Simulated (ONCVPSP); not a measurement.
## cobalt (Co), ONCV: configuration errors across variants

Co (Z = 27), optimised norm-conserving Vanderbilt (ONCV), made with ONCVPSP 4.0.1 (PBE, scalar-relativistic). Core [Ne] 3s2, reference 3p6 3d7 4s1 4p1. Waves: 4s: rc 2.45 bohr, ncon 5, nbas 10, qcut 2.6 1/bohr, 2 projectors, debl 0.6 Ha; 3p+4p: rc 1.70 bohr, ncon 3, nbas 6, qcut 7.1 1/bohr, 3 projectors, debl 1.5 Ha; 3d: rc 1.05 bohr, ncon 4, nbas 9, qcut 17.6 1/bohr, 2 projectors, debl 1.9 Ha. Local part: polynomial inside 0.85 bohr (lpopt 5, dvloc0 0 Ha). Core correction: polynomial model core, fcfact 0.5.

All-electron excitation energies from the reference (eV): (1) 3p6 3d7 4s2 4p0 -4.351; (2) 3p6 3d7 4s1 4p0 4.680; (3) 3p6 3d7 4s0 4p0 21.465; (4) 3p6 3d6 4s2 4p1 5.309.

A true bound ghost makes a file unfit for plane-wave use even where its test errors are small: the radial tests pick states by their node count and pass the ghost by.

Errors AE − PS in meV (a dash: test not solved or not reliable):

| change | (1) | (2) | (3) | (4) | bound ghosts | GHOST(+) flags above zero |
| --- | --- | --- | --- | --- | --- | --- |
| base | -5.7 | -0.2 | -20 | -60 | s | none |
| s: qcut 3.5; p: qcut 9.5; d: qcut 23.5 | -6.0 | 0.0 | -20 | -116 | s | d |
| s: qcut 2 | -5.4 | -0.4 | -19 | -14 | s | none |

**Question.** Give the same row for: p: rc 1.6.

**Answer.** -5.6, -0.1, -19, -60; bound ghosts: s; GHOST(+) flags above zero: none.
